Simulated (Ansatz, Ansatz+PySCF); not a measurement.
```tsv
atom	x (Å)	y (Å)	z (Å)
Be	0.0000	0.0000	0.0000
F	0.0000	0.0000	1.4971
```

Basis set: def2-SVP (spherical functions). Left uncorrelated: 1 orbital. Correlation on ROHF uses semicanonical orbitals with singles. Charge 0, multiplicity 2.

Computed with Ansatz (development build ahead of 0.2.0); each method stands on the lowest determinant of its kind that the runs found.

The atomization energy at this shape (free ground-state atoms in the same class of orbitals less the molecule, no zero-point energy) of doublet BeF:

| method | atomization energy |
| --- | --- |
| UHF-CCSD(T) | 113.93 kcal/mol |
| UHF-MP2 | 134.67 kcal/mol |
| ROHF | 105.04 kcal/mol |
| UHF | 102.56 kcal/mol |

**Question.** What does ROHF-MP2 give?

**Answer.** 132.19 kcal/mol. Caution for UHF-CCSD(T), UHF: a free atom is spin contaminated.
